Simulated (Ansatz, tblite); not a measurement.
Isomers of Cs4Cl4 (singlet), found by a short tight-binding search and relaxed with PBE0-D4/def2-SVP in Ansatz.

In the def2 sets Cs takes a core potential; there is no spin–orbit coupling. The xTB rows come from tblite. LC-ωPBE has ω = 0.4 bohr⁻¹. Correlated methods freeze 20 core orbitals; core or outer-core shells of Cs are correlated, in sets that lack core-valence functions.

Other spin states were run for one of them alone.

A:

```
atom   x (Å)   y (Å)   z (Å)
 Cs1   2.502   0.295  -0.133
 Cs2  -1.535  -3.919   2.536
 Cs3  -2.054   0.571   1.286
 Cs4   1.120   3.108  -3.613
 Cl5   0.503  -1.565   1.728
 Cl6  -0.129   2.302  -0.767
 Cl7  -3.907  -1.966   2.035
 Cl8   3.500   1.175  -3.072
```

B:

```xyz
8

Cs   -2.8879   -0.2377   -0.2862
Cs    0.7846    2.7836   -0.3595
Cs    0.7878   -0.8972    2.6562
Cs    1.3152   -1.6486   -2.0108
Cl    2.7555    0.2281    0.2740
Cl   -1.2538    1.5735    1.9198
Cl   -0.7496   -2.6565    0.3419
Cl   -0.7520    0.8548   -2.5355
```

Task: Estimate which lies lowest at each level, and how far above it the others are (kcal/mol).

Result: 
| level | A | B |
| --- | --- | --- |
| GFN1-xTB | 17.3 | 0.0 |
| GFN2-xTB | 11.4 | 0.0 |
| HF/def2-SVP | 18.6 | 0.0 |
| PBE-D4/def2-TZVP | 18.9 | 0.0 |
| r2SCAN-D4/def2-TZVP | 19.4 | 0.0 |
| B97M-V/def2-TZVP | 20.5 | 0.0 |
| PBE0-D4/def2-TZVP | 19.0 | 0.0 |
| LC-ωPBE/def2-TZVP | 17.0 | 0.0 |
| MP2/def2-SVP | 23.9 | 0.0 |
| CCSD/def2-SVP | 23.7 | 0.0 |
| CCSD(T)/def2-SVP | 24.0 | 0.0 |
Point groups (tolerance 0.1 Å): A not assigned, B Td. Lower isomers may exist.
